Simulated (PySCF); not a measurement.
Br₃Zr, doublet, at a GFN2-xTB geometry (such geometries of metal compounds can be far from the true shape) (the multiplicity is a formal guess) (all electrons, no relativity); PySCF with M06/3-21G.

PySCF was given this input:
```python
from pyscf import gto, scf, dft

mol = gto.Mole()
mol.atom = '''
    Zr   -0.33334341    0.30261649    0.64835859
    Br   -1.62917608   -1.50443246   -0.50152266
    Br    0.10141355    1.92161751   -1.21085017
    Br    1.90872642   -0.76303247    0.97139158
'''
mol.basis = '3-21g'
mol.spin = 1
mol.verbose = 4
mol.build()

mf = dft.UKS(mol)
mf.xc = 'm06'
mf.grids.level = 4
mf.kernel()
mf.analyze()
```

What the program printed (banner, timings and long lists left out):

```
PySCF version 2.14.0

[INPUT] verbose = 4
[INPUT] num. atoms = 4
[INPUT] num. electrons = 145
[INPUT] charge = 0
[INPUT] spin (= nelec alpha-beta = 2S) = 1
[INPUT] symmetry False subgroup None
[INPUT] Mole.unit = angstrom
[INPUT] Symbol           X                Y                Z      unit          X                Y                Z       unit  Magmom
[...]
nuclear repulsion = 1386.04646049854
number of shells = 44
number of NR pGTOs = 243
number of NR cGTOs = 102
basis = 3-21g
ecp = {}

******** <class 'pyscf.dft.uks.UKS'> ********
method = UKS
initial guess = minao
damping factor = 0
level_shift factor = 0
DIIS = <class 'pyscf.scf.diis.CDIIS'>
diis_start_cycle = 1
diis_space = 8
diis_damp = 0
SCF conv_tol = 1e-09
SCF conv_tol_grad = None
SCF max_cycles = 50
direct_scf = True
direct_scf_tol = 1e-13
number electrons alpha = 73  beta = 72
XC library pyscf.dft.libxc version 7.1.2
    S. Lehtola, C. Steigemann, M. J. T. Oliveira, and M. A. L. Marques,  SoftwareX 7, 1–5 (2018)
XC functionals = m06
    Y. Zhao and D. G. Truhlar,  Theor. Chem. Acc. 120, 215 (2008)
    Y. Zhao and D. G. Truhlar,  Theor. Chem. Acc. 120, 215 (2008)
radial grids:
    Treutler-Ahlrichs [JCP 102, 346 (1995); DOI:10.1063/1.469408] (M4) radial grids

becke partition: Becke, JCP 88, 2547 (1988); DOI:10.1063/1.454033
pruning grids: <function nwchem_prune>
grids dens level: 4
symmetrized grids: False
atomic radii adjust function: <function treutler_atomic_radii_adjust>
small_rho_cutoff = 0
Set gradient conv threshold to 3.16228e-05
tot grids = 123424
init E= -11196.768963851

cycle= 1 E= -11209.1881314995  delta_E= -12.4  |g|= 0.324  |ddm|= 1.87
cycle= 2 E= -11208.7143149882  delta_E= 0.474  |g|= 0.936  |ddm|= 1.34
cycle= 3 E= -11209.257642912  delta_E= -0.543  |g|= 0.078  |ddm|=    1
cycle= 4 E= -11209.2609014934  delta_E= -0.00326  |g|= 0.0357  |ddm|= 0.187
cycle= 5 E= -11209.2620154594  delta_E= -0.00111  |g|= 0.00177  |ddm|= 0.0533
cycle= 6 E= -11209.2620192036  delta_E= -3.74e-06  |g|= 0.000897  |ddm|= 0.0054
cycle= 7 E= -11209.2620203866  delta_E= -1.18e-06  |g|= 0.000211  |ddm|= 0.00228
cycle= 8 E= -11209.262020588  delta_E= -2.01e-07  |g|= 6.1e-05  |ddm|= 0.00134
cycle= 9 E= -11209.262020608  delta_E= -2e-08  |g|= 1.81e-05  |ddm|= 0.000498
cycle= 10 E= -11209.2620206103  delta_E= -2.34e-09  |g|= 1.5e-05  |ddm|= 0.000149
cycle= 11 E= -11209.2620206115  delta_E= -1.16e-09  |g|= 9.44e-06  |ddm|= 8.18e-05
[...]
converged SCF energy = -11209.2620206171  <S^2> = 0.75210756  2S+1 = 2.0021064
Total Energy =                      -11209.262020617119560
[...]
spin_pop of  1 Br 5pz       0.00009
spin_pop of  1 Br 3dxy      0.00000
spin_pop of  1 Br 3dyz      0.00000
spin_pop of  1 Br 3dz^2     0.00000
spin_pop of  1 Br 3dxz      0.00000
spin_pop of  1 Br 3dx2-y2    0.00000
spin_pop of  2 Br 1s        0.00000
spin_pop of  2 Br 2s        0.00000
spin_pop of  2 Br 3s        0.00000
spin_pop of  2 Br 4s        0.00048
spin_pop of  2 Br 5s        0.00062
spin_pop of  2 Br 2px      -0.00000
spin_pop of  2 Br 2py      -0.00000
spin_pop of  2 Br 2pz       0.00000
spin_pop of  2 Br 3px      -0.00000
spin_pop of  2 Br 3py      -0.00000
spin_pop of  2 Br 3pz       0.00000
spin_pop of  2 Br 4px      -0.00230
spin_pop of  2 Br 4py      -0.00090
spin_pop of  2 Br 4pz       0.00214
spin_pop of  2 Br 5px       0.00004
spin_pop of  2 Br 5py       0.00050
spin_pop of  2 Br 5pz       0.00000
spin_pop of  2 Br 3dxy      0.00000
spin_pop of  2 Br 3dyz      0.00000
spin_pop of  2 Br 3dz^2     0.00000
spin_pop of  2 Br 3dxz      0.00000
spin_pop of  2 Br 3dx2-y2    0.00000
spin_pop of  3 Br 1s        0.00000
spin_pop of  3 Br 2s        0.00000
spin_pop of  3 Br 3s        0.00000
spin_pop of  3 Br 4s        0.00047
spin_pop of  3 Br 5s        0.00062
spin_pop of  3 Br 2px      -0.00000
spin_pop of  3 Br 2py      -0.00000
spin_pop of  3 Br 2pz       0.00000
spin_pop of  3 Br 3px      -0.00000
spin_pop of  3 Br 3py      -0.00000
spin_pop of  3 Br 3pz       0.00000
spin_pop of  3 Br 4px      -0.00871
spin_pop of  3 Br 4py      -0.00465
spin_pop of  3 Br 4pz       0.01210
spin_pop of  3 Br 5px       0.00006
spin_pop of  3 Br 5py      -0.00000
spin_pop of  3 Br 5pz       0.00048
spin_pop of  3 Br 3dxy      0.00000
spin_pop of  3 Br 3dyz      0.00000
spin_pop of  3 Br 3dz^2     0.00000
spin_pop of  3 Br 3dxz      0.00000
spin_pop of  3 Br 3dx2-y2    0.00000
 ** Mulliken Spin Density (per atom)  **
spin density of  0 Zr =      0.99844
spin density of  1 Br =      0.00061
spin density of  2 Br =      0.00058
spin density of  3 Br =      0.00037
 ** Mulliken pop alpha/beta on meta-lowdin orthogonal AOs **
 ** Mulliken pop       alpha | beta **
In total            73.00000 | 72.00000
 ** Mulliken atomic charges   ( Nelec_alpha | Nelec_beta ) **
charge of  0Zr =      0.78875  (    20.10484     19.10640 )
charge of  1Br =     -0.26297  (    17.63179     17.63118 )
charge of  2Br =     -0.26296  (    17.63177     17.63119 )
charge of  3Br =     -0.26283  (    17.63160     17.63123 )
Dipole moment(X, Y, Z, Debye): -1.67260,  1.51820,  3.25289
```
